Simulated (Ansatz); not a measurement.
Single points on Cu3H4.

```yaml
crystal:
  periodic: [false, false, false]
  atoms:
    - {symbol: Cu, position_ang: [1.469990, -0.193945, 0.412978]}
    - {symbol: Cu, position_ang: [-0.041549, 1.534876, 0.481395]}
    - {symbol: Cu, position_ang: [-0.821090, -0.548856, -0.447564]}
    - {symbol: H, position_ang: [0.623102, -1.402780, -0.254754]}
    - {symbol: H, position_ang: [-1.319285, -1.888343, -1.031776]}
    - {symbol: H, position_ang: [-1.454678, 1.085853, -0.126923]}
    - {symbol: H, position_ang: [1.543520, 1.413195, 0.966644]}
basis:
  gaussian: {orbitals: def2-TZVP, initial_orbitals: start.molden}
magnetization: {spin_polarized: true, initial_magnetization: 1}
hamiltonian: {xc: lda}
scf: {omitted_lower_state_checks: [starts]}
output: {forces: true, orbitals: {seedname: orbitals}}
```

The file start.molden holds the orbitals of an earlier run on this structure, at another level or in another basis.

```sh
$ ansatz run in.yaml --threads 4 --pin off --events-out ev --progress --plain --max-ram 3916MiB
```

Output, abridged:

```
Functional definition: SPW92
1535 factors; their error is unknown
mean field evaluation 1: about -133761.7194 eV, gradient 2.1e1 eV
mean field evaluation 2: about -133762.2142 eV, gradient 8.6e-1 eV
mean field evaluation 4: about -133762.1578 eV, gradient 1.5e-1 eV
mean field evaluation 8: about -133762.1579 eV, gradient 1.7e-5 eV
mean field -133762.15794714 eV, -4915.6686373102 hartree, gradient 1.7e-5 eV, S^2 0.751933; 0 other end points of the search recorded, 0 dependent functions left out
reference -133762.15800098 eV, -4915.6686392888 hartree; 46, 45 occupied and 113, 114 virtual orbitals, 1535 factors
Total energy: -133762.15800098 eV, -4915.6686392888 hartree
Atom 0 at     1.469990    -0.193945     0.412978 Å, force    -0.233483     0.162723    -0.018667 eV/Å
Atom 1 at    -0.041549     1.534876     0.481395 Å, force     0.045585    -0.322338    -0.084999 eV/Å
Atom 2 at    -0.821090    -0.548856    -0.447564 Å, force     0.133666     0.029308     0.062637 eV/Å
Atom 3 at     0.623102    -1.402780    -0.254754 Å, force    -0.153651     0.193103     0.010834 eV/Å
Atom 4 at    -1.319285    -1.888343    -1.031776 Å, force     0.160620     0.272487     0.133965 eV/Å
Atom 5 at    -1.454678     1.085853    -0.126923 Å, force     0.269269    -0.153732     0.034742 eV/Å
Atom 6 at     1.543520     1.413195     0.966644 Å, force    -0.222006    -0.181551    -0.138512 eV/Å
Dipole moment:     0.287455     0.220914     0.163210 e Å
Checks for a lower state left out: starts
```

It took 2.4 s on 4 threads of Arm Neoverse V1 on a shared host.

First input, but with `hamiltonian: {xc: pbe, dispersion: d4}`, `output: {orbitals: {seedname: orbitals}}` (abridged; 3.6 s):

```
Functional definition: PBE
mean field -133968.07598195 eV, -4923.2359855132 hartree, gradient 8.3e-5 eV, S^2 0.753051
Total energy: -133968.25497459 eV, -4923.2425633715 hartree
Checks for a lower state left out: starts
```

As the first input, with `hamiltonian: {xc: {name: B97M-V}}`, `output: {orbitals: {seedname: orbitals}}` (abridged; 14 s):

```
Functional definition: B97M-V
mean field -133960.37974058 eV, -4922.9531538598 hartree, gradient 5.5e-5 eV, S^2 0.752833
Total energy: -133960.37982350 eV, -4922.9531569067 hartree
Checks for a lower state left out: starts
```

Geometry: PBE-D4/def2-SVP.

The structure comes from a short search, and lower isomers may exist.
